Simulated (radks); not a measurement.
Problem. The mean radii <r> (bohr) of the occupied orbitals of an atom or ion are listed with their occupations. Method: scalar-relativistic Kohn-Sham, LDA (Slater exchange, VWN5 correlation), spin-polarised, spherical densities, finite nucleus; Fermi nuclear charge, rms radius of each element as measured or else 0.836 A^(1/3) + 0.57 fm; computed with a radial shooting solver on a logarithmic mesh with Libxc functionals.

orbital  occ.      <r>
1s up       1  0.05215
1s down     1  0.05213
2s up       1   0.2282
2s down     1   0.2286
2p up       3   0.1984
2p down     2   0.1989

Name the element and its charge. Open shells, if any, are filled with parallel spins first.

Solution. Z = 29, copper, charge +20: Cu20+ in [He] 2s2 2p5. The 1s radius gives Z: for a bare nucleus <r> = (2 gamma + 1)/(2Z) with gamma = sqrt(1 - (Z/c)^2), 0.05094 bohr for Z = 29, and screening makes it slightly larger (0.05215 here). The occupations add up to 9, and the charge is Z minus that.
